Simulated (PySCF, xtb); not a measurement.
Se(I)(SH) (HISSe), SMILES S[Se]I.

GFN2-xTB (xtb 6.7.1) at its own geometry gives an orbital gap of 2.75 eV and a dipole moment of 4.30 D.

Geometry: PBE0-D3(BJ)/def2-SVP. The def2 effective core potentials stand for the cores of I; spin–orbit coupling is left out. One conformer was computed; it need not be the lowest.

Task: What does B3LYP/def2-TZVPD (PySCF) give? (Estimate from the structure and the level; the computed values follow.)

Result: gap 3.46 eV (levels -6.63 and -3.16 eV), dipole 1.13 D.
